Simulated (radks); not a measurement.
Results of a calculation; reference values are marked as such.
Excited configurations of neutral barium: one electron is placed in a higher orbital outside [Xe] 6s1. The ground configuration is [Xe] 6s2. Level of theory: Dirac Kohn-Sham, PBE, spin-unpolarised, spherical densities, finite nucleus; open shells fill j = l - 1/2 first; Fermi nuclear charge, rms radius 4.8378 fm (a radial shooting solver on a logarithmic mesh with Libxc functionals). Excitation = E - E(ground); binding = E(ion) - E, where the ion is the core of charge +1; n* = 1/sqrt(2 binding) in atomic units, and the quantum defect is n - n*.

| outer orbital | excitation (eV) | binding (eV) | n* | quantum defect |
|---|---|---|---|---|
| 4f5/2 | 4.168 | 1.193 | 3.377 | 0.623 |
| 5d3/2 | 1.272 | 4.089 | 1.824 | 3.176 |
| 5f5/2 | 4.428 | 0.933 | 3.818 | 1.182 |
| 6p1/2 | 1.927 | 3.434 | 1.990 | 4.010 |
| 6d3/2 | 3.877 | 1.484 | 3.027 | 2.973 |
| 6f5/2 | 4.704 | 0.657 | 4.549 | 1.451 |
| 7p1/2 | 3.829 | 1.532 | 2.980 | 4.020 |

The Delta-SCF ionisation energy is 5.361 eV (NIST Atomic Spectra Database: 5.212 eV, measured). Self-interaction in the functional shifts the binding energies and quantum defects, so they are the method's values and not measured ones. Spin polarisation and multiplet splitting are left out, so open shells lie too high by an amount that depends on their filling.

Beside tabulated values, note that spin-unpolarised runs miss the spin-polarisation part of the exchange energy of open shells.
